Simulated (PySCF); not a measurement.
Gas-phase reaction: GeH2F2 + 2 GeH3 + HF ⇌ 3 GeH3F. Level: PBE0/def2-TZVP; standard pressure 1 bar.

Method: PySCF energies plus ideal-gas RRHO corrections (1 bar). Open shells (unrestricted): GeH3 (multiplicity 2); the rest are closed-shell singlets. Ge: all electrons, no relativistic terms. GeH2F2, GeH3: computed as isolated molecules; such fragments, hydroxides, amides, oligomers or adducts are transient or little studied in the gas. The harmonic model lacks anharmonicity and excited electronic states, which grow with temperature; levels with a mode under 35 cm⁻¹ are left out.

```tsv
T (K)	1000/T (1/K)	log10 K
800	1.2500	10.87
1000	1.0000	7.05
1200	0.8333	?
1400	0.7143	2.73
1600	0.6250	1.39
1800	0.5556	0.37
```

Problem. Fit log10 K = a + b·(1000/T) to the five rows, get the mean ΔH° and ΔS°, and predict log10 K at 1200 K.

Solution. Means: 1000/T = 0.8290, log10 K = 4.482. Sums of products about the means: Sxy = 5.08442, Sxx = 0.336002, so b = Sxy/Sxx = 15.13 and a = 4.482 − (15.13)×0.8290 = -8.06.
ΔH° = −R ln 10 × 1000 K × b = −19.145 × (15.13) = -290 kJ; ΔS° = R ln 10 × a = -154 J/K. The run's own values go from -293 kJ and -159 J/K at 800 K to -282 kJ and -149 J/K at 1800 K.
Prediction at 1200 K: -8.06 + (15.13)×0.8333 = 4.55. The computed value is 4.52, 0.03 from the line.
For scale, ΔH°(298 K) is -292 kJ at this level, -307 kJ at ωB97M-V/def2-TZVP†, and runs from -433 to -249 kJ over the 20 levels computed († marks an energy on the PBE0/def2-TZVP geometry).
